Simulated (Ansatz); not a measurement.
KH₂⁻. The state is a triplet with charge -1. Geometry B3LYP-D4/def2-TZVPD; atoms count from 1.

Cartesian coordinates in Å:
```
K -1.7317 -0.0465 0.9423
H 1.2761 0.4721 0.3050
H 0.4556 -0.4256 -1.2472
```

The highest occupied level of the charge -1 triplet lies above zero (up to 0.34 eV). It is a level of α spin, whose loss leaves a doublet; that state wasn't run at this geometry and level. The electron is either unbound and held by the finite basis, or the level is raised by self-interaction error. At PBE0-D4/def2-TZVPD a singlet of charge -1 lies 0.70 eV below the triplet, each at its own geometry. The structure comes from a short search, and lower isomers may exist.

Q: Estimate the Mulliken populations from the PBE0/def2-TZVPD orbitals of Ansatz.

A: 
```tsv
atom	charge (e)	spin (α − β)
K1	-0.38	0.96
H2	-0.31	0.52
H3	-0.31	0.52
```
Mulliken values and Mayer orders depend strongly on the basis. With diffuse functions, as here, like atoms can get unlike values, and bond orders can come out too low or too high.

Q: Where does the spin sit?

A: Summed by element: K 0.96, H 1.04, of 2 unpaired in all. Largest on single atoms: K1 0.96, H2 0.52, H3 0.52.
